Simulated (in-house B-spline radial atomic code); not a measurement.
How numerical settings move a run on neutral tantalum, [Xe] 4f14 5d3 6s2. Computed with an all-electron radial atomic-structure program (B-spline basis): Dirac-Hartree-Fock, average of configuration, Fermi nucleus of rms radius 5.3507 fm.

Command:
```bash
python run_scf.py task.json out
```
Settings of the sound reference run:
```
Z                73
electrons        73
configuration    [Xe] 4f14 5d3 6s2
hamiltonian      dirac
method           hf
spin_polarised   False
nucleus          fermi
rms_radius       5.3507
mass_number      181
atomic_mass      180.948
speed_of_light   137.036
knot_spacing     0.22
spline_order     8
gauss_points     12
box_radius       50
max_iterations   70
damping          0.5
damped_steps     3
diis_vectors     10
tolerance        1e-08
start            Thomas-Fermi
```

Time taken, with all properties: 3 s on 1 thread of AMD EPYC 7R43 64-Core Processor (shared host).

It converges in 11 iterations to -15616.578244 hartree, with 6s1/2 at -6.91185 eV. The other runs change the listed settings, some to values that make no sense; their results aren't properties of the atom or ion. Radii are in bohr (the nuclear one in fm), a minus after a letter asks for a j subshell, and «unchanged» means within 1e-8 hartree. The run stops when the residual is below 10 × tolerance × max(1, Z/10), or a noise floor if that is larger, and the energy moves by less than 1e-8 × √|E| hartree; so very loose and very tight tolerances often act alike.

| changed settings | outcome |
| --- | --- |
| first_knot = 0.0411 | converged in 11 iterations, energy +7.53e+01 hartree from the reference, 6s1/2 level +2.0e-02 eV |
| first_knot = 0.000137 | converged in 11 iterations, energy +1.74e-05 hartree from the reference |
| first_knot = 0.00137 | converged in 11 iterations, energy -4.75e-01 hartree from the reference, 6s1/2 level -5.2e-04 eV |
| method = tpss,tpss | stopped with error: meta-GGAs are not served with the Dirac Hamiltonian |
| first_knot = 1.37e-06 | converged in 10 iterations, energy +3.60e-08 hartree from the reference, 6s1/2 level -6.3e-06 eV |
| diis_vectors = 2 | converged in 12 iterations, energy unchanged, 6s1/2 level -8.6e-06 eV |
| first_knot = 0.00411, max_iterations = 100, diis_vectors = 20 | converged in 11 iterations, energy -1.26e+00 hartree from the reference, 6s1/2 level -1.6e-03 eV |
| max_iterations = 50, damped_steps = 1, diis_vectors = 0, tolerance = 1e-06 | converged in 12 iterations, energy +1.17e-07 hartree from the reference, 6s1/2 level -3.5e-04 eV |
| electrons = 74, configuration = [Xe] 4f14 5d3 6s3, max_iterations = 50 | stopped with error: shell 6s holds at most 2 electrons |
| first_knot = 1.37e-05 | converged in 11 iterations, energy +3.00e-08 hartree from the reference |
| knot_spacing = 0.75, max_iterations = 12, tolerance = 0.0001 | converged in 9 iterations, energy +7.62e+01 hartree from the reference, 6s1/2 level +6.6e-01 eV |
| gauss_points = 16, max_iterations = 60, damping = 0 | converged in 13 iterations, energy unchanged, 6s1/2 level +7.1e-06 eV |
| diis_vectors = 0 | converged in 21 iterations, energy unchanged, 6s1/2 level -2.4e-06 eV |
| diis_vectors = 4 | converged in 11 iterations, energy unchanged, 6s1/2 level -2.0e-06 eV |

Q: What happens with tolerance = 1e-06?

A: Converged in 8 iterations, energy +1.77e-07 hartree from the reference, 6s1/2 level +9.9e-04 eV.

Q: What happens with tolerance = 1e-13?

A: Converged in 12 iterations, energy unchanged, 6s1/2 level +4.0e-06 eV.

Q: What happens with electrons = 74, configuration = [Xe] 4f14 5d3 6s2 7s-1, max_iterations = 60?

A: Stopped with error: j subshells need the Dirac Hamiltonian and l > 0.

Q: What happens with diis_vectors = 1?

A: Not converged after 70 iterations, last residual 4.4e+00, last energy +8.72e+02 hartree from the reference.
